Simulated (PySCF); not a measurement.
**Pd: excitation energy**

Pd [Kr] 4d10 (1S) → Pd [Kr] 4d9 5s1 (3D), as a difference of total energies. Computed with PySCF 2.14 in x2c-TZVPPall (8s6p6d2f1g, 79 functions), with scalar relativity by spin-free X2C-1e. Correlated levels: valence: [Kr] frozen; valence and next inner shell: [Ar] 3d10 frozen. The calculations carry no spin-orbit coupling.

```csv
method,excitation energy (cm⁻¹)
UHF,-506.66
LDA,8967.3
PBE,7857.2
PBE0,6964.3
r2SCAN,6086.6
wB97M-V,10012
r2SCAN0,5556.5
B97-3,8286.9
wB97X-V,9106.0
MP2 (valence),10160
SCS-MP2 (valence),9676.2
MP2 (valence and next inner shell),10603
SCS-MP2 (valence and next inner shell),9632.2
```

A first-order spin-orbit estimate (lowest level to lowest level, LS coupling) adds -0.170 eV.

The basis was made for the ground configuration and has no added diffuse functions, so the excitation energy can come out too high.
